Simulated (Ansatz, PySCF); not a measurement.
Process, species as SMILES: F[SiH2][SiH3] -> F[SiH2][SiH2-] + H+
Each molecule is optimised on its own at B3LYP-D3(BJ)/def2-TZVP (Ansatz, a first-principles code), one conformer each, not searched for the lowest.

Property: gas-phase deprotonation energy (enthalpy at 298 K, with B3LYP-D3(BJ) rigid-rotor harmonic-oscillator terms from PySCF), in eV. Correlated levels leave the core frozen unless marked. No spin-orbit coupling. No relativistic terms. Anions need diffuse functions: aug- sets have them; def2-D sets add few; the other sets have none. CBS(X,Y): correlation extrapolated as X^-3; Hartree-Fock from the larger set.

Level to compare with: CCSD(T)/CBS(aug-cc-pV(T+d)Z,aug-cc-pV(Q+d)Z) (Ansatz), 15.41 eV. It is a level with limits of its own, and the differences hold the functionals' basis error too.

Problem. Rank these functionals by how close they come to CCSD(T)/CBS(aug-cc-pV(T+d)Z,aug-cc-pV(Q+d)Z), closest first: PBE/def2-TZVPD (Ansatz); SVWN5/def2-TZVPD (Ansatz); r2SCAN0/def2-TZVPD (Ansatz).

Solution. r2SCAN0/def2-TZVPD (hybrid meta-GGA, 15.41 eV, difference 0.00), PBE/def2-TZVPD (GGA, 15.15 eV, difference -0.26), SVWN5/def2-TZVPD (LDA, 14.76 eV, difference -0.65)
